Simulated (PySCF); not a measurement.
BF2, SMILES F[B+]F, charge +1.

Geometry optimised at PBE-D3(BJ)/def2-TZVP.

Computed with PySCF with TDDFT-B3LYP/def2-TZVPD.

Vertical excitations; the highest root listed may be one member of a degenerate set. The molecule is in vacuum. State labels are in the subgroup D2h.

```csv
state,symmetry,energy (eV),λ (nm),f,main pairs
S1,B3g,11.59,107,0.000,HOMO→LUMO (degenerate set)
S2,B2g,11.59,107,0.000,HOMO−1→LUMO (degenerate set)
S3,Au,11.63,107,0.000,"HOMO−1→LUMO+1 50 %, HOMO→LUMO+2 50 %"
S4,B1u,11.78,105,0.000,"HOMO→LUMO+1, HOMO−1→LUMO+2 (degenerate set)"
S5,Au,11.78,105,0.000,"HOMO→LUMO+2, HOMO−1→LUMO+1 (degenerate set)"
S6,B1g,13.02,95,0.000,"HOMO−3→LUMO+2 50 %, HOMO−2→LUMO+1 50 %"
S7,B1g,13.12,95,0.000,"HOMO−2→LUMO+1, HOMO−3→LUMO+2 (degenerate set)"
S8,Ag,13.12,95,0.000,"HOMO−3→LUMO+1, HOMO−2→LUMO+2 (degenerate set)"
S9,B2u,13.24,94,0.089,HOMO−3→LUMO (degenerate set)
S10,B3u,13.24,94,0.089,HOMO−2→LUMO (degenerate set)
T1,B1u,10.87,114,0,"HOMO→LUMO+1 49 %, HOMO−1→LUMO+2 49 %"
T2,B3g,11.13,111,0,HOMO→LUMO (degenerate set)
T3,B2g,11.13,111,0,HOMO−1→LUMO (degenerate set)
T4,B1u,11.19,111,0,"HOMO−1→LUMO+2 50 %, HOMO→LUMO+1 50 %"
```
Triplets are in the Tamm–Dancoff approximation, which puts them higher than full response would, so one can lie above its singlet here.
